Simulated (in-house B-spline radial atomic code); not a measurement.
Configurations of Ni V (Ni4+), with energies counted from [Ar] 3d6. Computed with a B-spline radial code for spherical atoms: scalar-relativistic (X2C) HSE06, spin-polarised, spherical fractional occupations, Fermi nucleus of rms radius 3.7757 fm. Shells without spins written out take the highest spin.

Caution: exact exchange at fractional occupations of open shells leaves self-interaction of up to several eV.

Occupations are held fixed; configurations that lie above the ionisation limit could autoionise.

```tsv
configuration	E - E(ref) (eV)	highest orbital	its <r> (bohr)
[Ar] 3d(0 up, 5 down) 4s(1 up, 0 down)	19.235	4s up	1.936
[Ne] 3s2 3p5 3d7	68.598	3d down	0.8643
[Ne] 3s2 3p(2 up, 3 down) 3d(4 up, 3 down)	77.515	3d down	0.8407
[Ne] 3s2 3p5 3d6 4p1	98.009	4p up	2.111
[Ne] 3s2 3p5 3d6 4d1	112.06	4d up	2.663
[Ne] 3s2 3p5 3d6 4f1	122.24	4f up	3.442
```

Task: Order these further configurations by energy, lowest first.
A. [Ne] 3s2 3p(2 up, 3 down) 3d(1 up, 5 down) 4f(1 up, 0 down)
B. [Ar] 3d5 4s1
C. [Ne] 3s2 3p5 3d6 4s1
D. [Ar] 3d5 4d1
E. [Ar] 3d5 4p1

Result: B (17.524 eV), E (27.966 eV), D (41.947 eV), C (87.534 eV), A (122.49 eV).

Task: How far above the reference does [Ar] 3d(0 up, 5 down) 4f(0 up, 1 down) lie?

Result: 52.074 eV; its least bound orbital is 4f down with <r> = 3.449 bohr.
